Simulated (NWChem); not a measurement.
Molecule: C3H7NSi; SMILES NCC#C[SiH3]

```xyz
12

N      0.6293     2.8582     0.0000
C     -0.5810     2.0586     0.0001
C     -0.3866     0.6042    -0.0001
C     -0.1749    -0.5979    -0.0002
Si     0.1283    -2.4004     0.0001
H      1.1966     2.6273    -0.8136
H      1.1973     2.6264     0.8129
H     -1.1925     2.3327     0.8770
H     -1.1927     2.3328    -0.8766
H     -0.4219    -3.0126     1.2458
H     -0.5296    -3.0310    -1.1826
H      1.5965    -2.6669    -0.0630
```
Atoms are numbered in this order, from 1.

All runs: NWChem. Structure relaxed at the PBE0/def2-SVP level. Not confirmed as a minimum by frequencies.

Taking PBE/def2-TZVPP as the yardstick, which of these has the fewest basis functions while keeping “dipole (D)” within 0.05 D of it: PBE/def2-SVP; PBE/def2-TZVP; PBE/def2-SVPD?

PBE/def2-TZVP.
```csv
level,basis functions,dipole (D),relative time (rough)
PBE/def2-SVP,109,0.51,1
PBE/def2-SVPD,160,0.33,3
PBE/def2-TZVP,203,0.44,3
PBE/def2-TZVPP,264,0.45,7
```

The yardstick is one finite set, not the basis-set limit.
